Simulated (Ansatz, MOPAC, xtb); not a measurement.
Spectroscopic constants of LiS+, multiplicity 3 (lowest of 2S+1 = 1, 3, 5 at CCSD(T)/def2-TZVPP on PBE0 minima; our sources give no spin for the ground state, which may be another).

The constants come from a fifth-degree fit in 1/R (seven points, main isotopes). In def2 and cc sets the state is the lowest found near the PBE0 minimum, followed along R.

The values were computed with Ansatz (Gaussian orbitals); MOPAC for AM1, PM7 (differences of heats of formation); xtb for the GFN methods. Values without a source in brackets are computed. The GFN methods have no spin term and hold the electronic entropy of 300 K.

```csv
level,r_e (Å),ω_e (cm⁻¹),ω_e x_e (cm⁻¹),α_e (cm⁻¹)
AM1,2.564,459,5.3,0.0061
PM7,2.373,277,4.0,0.0095
GFN2-xTB,2.485,237,8.4,0.018
SVWN5/def2-TZVPP,2.439,348,5.6,0.0100
PBE/def2-TZVPP,2.467,340,5.7,0.0099
r2SCAN/def2-TZVPP,2.484,329,5.8,0.010
B97M-V/def2-TZVPP,2.481,331,5.8,0.010
B3LYP/def2-TZVPP,2.463,342,5.4,0.0098
PBE0/def2-TZVPP,2.453,347,6.1,0.010
BHLYP/def2-TZVPP,2.442,354,5.6,0.0099
CAM-B3LYP/def2-TZVPP,2.443,352,5.6,0.0099
wB97X-V/def2-TZVPP,2.460,345,5.7,0.0100
wB97M-V/def2-TZVPP,2.469,335,5.2,0.0099
B2PLYP/def2-TZVPP,2.461,343,5.6,0.0099
CCSD/aug-cc-pV(T+d)Z,2.495,335,4.9,0.0092
CCSD/def2-TZVPP,2.479,334,5.8,0.010
CCSD/aug-cc-pV(Q+d)Z,2.488,337,4.9,0.0092
CCSD/def2-QZVPP,2.474,342,5.0,0.0092
CCSD(T)/aug-cc-pV(T+d)Z,2.498,333,4.9,0.0091
CCSD(T)/def2-TZVPP,2.481,333,5.8,0.010
CCSD(T)/aug-cc-pV(Q+d)Z,2.491,335,4.9,0.0092
CCSD(T)/def2-QZVPP,2.476,341,4.9,0.0092
"CCSD(T)/CBS(aug-cc-pV(T+d)Z, aug-cc-pV(Q+d)Z)",2.486,337,5.0,0.0093
```

Correlated levels freeze the inner cores; with def2 sets outer-core shells near the valence are correlated too. CBS(a, b) extrapolates the correlation energy as X⁻³ and adds the Hartree–Fock energy of set b. The state that AM1, PM7 reach isn't checked; PM7 holds dispersion and hydrogen-bond terms.

Ansatz is a program for electronic structure.
